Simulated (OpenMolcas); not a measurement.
**neutral lanthanum: from CASSCF to CASPT2**

```json
{
  "Program": "OpenMolcas 26.06",
  "Basis": "ANO-RCC-VQZP [9s8p6d4f3g2h]",
  "Scalar Hamiltonian": "DKH2, point nucleus",
  "Active space": "3 electrons in 6 orbitals (5d 6s)",
  "State averaging": "2S+1 = 2 even, 65 roots; 2S+1 = 4 even, 20 roots kept (CI in the orbitals of an earlier block)",
  "Spin-orbit coupling": "RASSI with atomic mean-field integrals over the reference wave functions, term energies averaged over their components"
}
```

Methods on the same reference wave functions:
A. CASSCF
B. SS-CASPT2, IPEA 0.25 Eh, imaginary shift 0.1 Eh (closed shells correlated: 5s 5p)
C. MS-CASPT2, IPEA 0.25 Eh, imaginary shift 0.1 Eh (closed shells correlated: 5s 5p)

Energies in cm-1 above 5d 6s2 2D 3/2, the measured ground level; measured values from NIST Handbook of Basic Atomic Spectroscopic Data.

```json
{"Level": "5d2 6s 4F 3/2 [51 %]", "A": "-646", "B": "1689", "C": "2410", "Measured": "2668"}
{"Level": "5d2 6s 4F 5/2", "A": "-108", "B": "2020", "C": "2740", "Measured": "3010"}
{"Level": "5d 6s2 2D 3/2 [51 %]", "A": "0.0", "B": "0.0", "C": "0.0", "Measured": "0.0"}
{"Level": "5d2 6s 4F 7/2", "A": "480", "B": "2450", "C": "3220", "Measured": "3495"}
{"Level": "5d 6s2 2D 5/2", "A": "505", "B": "713", "C": "900", "Measured": "1053"}
{"Level": "5d2 6s 4F 9/2", "A": "1082", "B": "3060", "C": "3830", "Measured": "4122"}
{"Level": "5d2 6s 4P 3/2", "A": "6092", "B": "7390", "C": "8100", "Measured": ""}
{"Level": "5d2 6s 2F 5/2", "A": "7974", "B": "5420", "C": "5870", "Measured": "7012"}
{"Level": "5d2 6s 2F 7/2", "A": "8745", "B": "6270", "C": "6790", "Measured": "8052"}
{"Level": "5d2 6s 2G 9/2", "A": "9484", "B": "8670", "C": "9180", "Measured": "9920"}
{"Level": "5d2 6s 2G 7/2", "A": "9489", "B": "8600", "C": "9180", "Measured": "9961"}
{"Level": "5d3 4F 3/2 [70 %]", "A": "10047", "B": "10790", "C": "11550", "Measured": "12431"}
{"Level": "5d3 4F 5/2 [61 %]", "A": "10418", "B": "11180", "C": "11950", "Measured": "12787"}
{"Level": "5d3 4F 7/2", "A": "10996", "B": "11670", "C": "12430", "Measured": "13238"}
{"Level": "5d3 4F 9/2", "A": "11584", "B": "12200", "C": "12960", "Measured": "13747"}
{"Level": "5d3 4P 1/2", "A": "16395", "B": "15560", "C": "16320", "Measured": "16617"}
{"Level": "5d3 4P 3/2 [70 %]", "A": "16590", "B": "15540", "C": "16290", "Measured": "16735"}
{"Level": "5d3 4P 5/2", "A": "16921", "B": "16070", "C": "16850", "Measured": "17099"}
{"Level": "5d3 2G 7/2", "A": "18438", "B": "14880", "C": "15870", "Measured": "17023"}
{"Level": "5d3 2H 11/2", "A": "19072", "B": "16400", "C": "17170", "Measured": ""}
{"Level": "5d3 2D 3/2 [69 %]", "A": "21078", "B": "16250", "C": "17130", "Measured": ""}
{"Level": "5d3 2D 5/2", "A": "21622", "B": "16880", "C": "17790", "Measured": ""}
{"Level": "5d2 6s 2S 1/2", "A": "22419", "B": "15200", "C": "16030", "Measured": "16991"}
{"Level": "5d3 2F 7/2", "A": "26005", "B": "19620", "C": "20640", "Measured": ""}
```

A puts 5d2 6s 4F 3/2 [51 %] lowest.

Deviations, from unrounded energies. A percentage is the sum of absolute deviations over the sum of measured energies, with the sign that they share, or ± where signs differ.

```json
{"Against measurement": "mean absolute deviation (cm-1)", "Levels": "18", "A": "1800", "B": "1300", "C": "640"}
{"Against measurement": "fine structure of the ground term (%)", "Levels": "1", "A": "-52.1", "B": "-32.3", "C": "-14.6"}
{"Against measurement": "other configurations (%)", "Levels": "17", "A": "±17.1", "B": "-12.8", "C": "-6.2"}
```

C lies closest to measurement on these levels and A furthest from it. The largest miss of C in the table is 5d2 6s 2F 7/2, by -1300 cm-1. The ranking rests on the paired levels alone, and a cruder setting can come out closer through cancelling errors.

Between B and C the level of the table that moves most is 5d3 2F 7/2, by 1000 cm-1 (lowest in B, highest in C). Moves below CASPT2's spread within the term are not significant.

The mean deviations of B to C differ by less than CASPT2's widest spread within a term (1200 cm-1), so their order carries little weight.

The lowest spin-free term lies below A's lowest term by 0.274 hartree in B, 0.277 hartree in C.

Term energies are means over components that CASPT2 splits; among the terms shown or strongly mixed into the levels shown the widest spread is 1200 cm-1 (5d2 6s 2F, C). Over all roots computed the reference weight is 0.83 to 0.91 in B, 0.83 to 0.91 in C; the roots of lowest weight are the least certain, and an intruder state may touch them. Terms from blocks run as CI alone lack orbitals of their own. Configurations are named by rounded mean occupations; where the s occupation lies near a half they are strongly mixed, a name can repeat and a true partner stay unpaired. A single d shell beside an s shell can misplace configurations of different d count against each other. The CASPT2 spread within a term exceeds the gap to the next term for 5d3 2G and 5d2 6s 2S, 5d3 4P and 5d3 2H, so the order of their levels is uncertain (figures for B; the like holds for C). Without dynamic correlation excited terms often stand tens of per cent too high (terms of higher spin than the ground term too low), and those without a measured partner can miss by more than the paired ones (holds for A). The lowest computed level is not the ground level that NIST lists (2D3/2) (holds for A). The lowest spin-free term belongs to 5d 6s2, not to the configuration of the lowest level (holds for A). Some levels mix across a computed gap that differs much from the measured one, so their mixing is not that of the real levels (holds for B; C). Computed and measured levels are paired by configuration, term and J; levels that our copy of the source lacks, or whose pairing is in doubt (as where it misses far off the trend of its configuration), stay unpaired and out of the deviations. Only configurations of the active space appear. The table leaves out levels that lie high or whose names do not pair safely across all columns.

A share in square brackets marks a mixed level and gives the weight of the term that names it, the lowest over the columns.
